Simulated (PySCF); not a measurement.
**Ge: excitation energy**

Ge [Ar] 3d10 4s2 4p2 (3P) → Ge [Ar] 3d10 4s2 4p1 4d1 (high-spin determinant), as a difference of total energies. Calculation: PySCF 2.14, in aug-cc-pVQZ-DK (8s7p5d3f2g, 93 functions); scalar relativity by spin-free X2C-1e. Correlated levels: valence: [Ar] 3d10 frozen. The calculations carry no spin-orbit coupling.

```json
{"method": "UHF", "excitation energy (eV)": "6.224"}
{"method": "LDA", "excitation energy (eV)": "6.090"}
{"method": "PBE", "excitation energy (eV)": "5.906"}
{"method": "PBE0", "excitation energy (eV)": "6.092"}
{"method": "r2SCAN", "excitation energy (eV)": "6.301"}
{"method": "BLYP", "excitation energy (eV)": "5.799"}
{"method": "CAM-B3LYP", "excitation energy (eV)": "6.277"}
{"method": "B2PLYP", "excitation energy (eV)": "6.142"}
{"method": "LC-wPBE", "excitation energy (eV)": "6.563"}
{"method": "MP2 (valence)", "excitation energy (eV)": "6.376"}
{"method": "SCS-MP2 (valence)", "excitation energy (eV)": "6.347"}
```

**Question.** How much does correlation contribute at MP2 (valence)?

**Answer.** 6.376 − (6.224) = 0.152 eV, measured against UHF.

A first-order spin-orbit estimate (lowest level to lowest level, LS coupling) adds 0.018 eV.

The promoted electron is Rydberg-like, and one or two diffuse shells describe it only roughly, which tends to raise the upper state.

The determinant of the upper state mixes LS terms, which raises its energy above the lowest term, most at the Hartree-Fock and MP2 levels.
